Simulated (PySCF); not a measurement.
Isomers of C3H8Si. Gas-phase values, no solvent. One relaxed conformer stands for each flexible species; it need not be the lowest. Strings in code marks are SMILES.

The dipole moment from two functionals at the same geometries (PBE0-D3(BJ)/def2-TZVP), both in PySCF: PBE-D3(BJ)/def2-TZVP and PBE0-D3(BJ)/def2-TZVP. 

```
species             PBE-D3(BJ)/def2-TZVP (D)
------------------  ------------------------
`C/C=[SiH]\C`                           1.19
`C[C@@H]1C[SiH2]1`                      0.35
`[SiH]1(C)CC1`                          0.80
`C1CC[SiH2]1`                           0.63
```

**Question.** What does PBE0-D3(BJ)/def2-TZVP give for each?

**Answer.** 
- `C/C=[SiH]\C`: 1.29
- `C[C@@H]1C[SiH2]1`: 0.24
- `[SiH]1(C)CC1`: 0.84
- `C1CC[SiH2]1`: 0.57
Over these rows, drawn at random from the members with no instability flagged (it was tested for open shells, ions and some series alone), PBE minus PBE0-D3(BJ): mean +0.01 D, from -0.10 D to +0.10 D.
